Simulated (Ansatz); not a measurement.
The cluster Si2O2, relaxed as a singlet with RKS PBE0-D4/def2-TZVP in Ansatz, starting from the GFN2-xTB geometry. Force threshold 0.02 eV/Å.

The structure comes from a short search, and lower isomers may exist.

Start:

```xyz
4

Si    0.104   -0.318    1.205
Si   -0.104    0.318   -1.206
O    -1.120   -0.223    0.038
O     1.120    0.222   -0.038
```

(1) Estimate the energy that the relaxation releases and the steps that it takes.

(2) Does the start keep its bonding and symmetry?

(3) Predict the relaxed structure.

## Answers

(1) 1.1 kcal/mol, in 4 steps; 3.6 s on 4 threads of Arm Neoverse V1 on a shared host. No frequencies were taken in this run, so the end may be a saddle point.

(2) By distances, no bond broke or formed. The bond that changes most is Si1–Si2, from 2.50 to 2.44 Å (atoms count from 1). Point group D2h at the start, D2h at the end, both within 0.05 Å.

(3) 
```csv
atom,x (Å),y (Å),z (Å)
Si1,0.1014,-0.3103,1.1757
Si2,-0.1013,0.3100,-1.1758
O3,-1.1489,-0.2280,0.0390
O4,1.1489,0.2283,-0.0389
```
Bond lengths: 4 × O–Si 1.69 Å; 1 × Si–Si 2.44 Å.
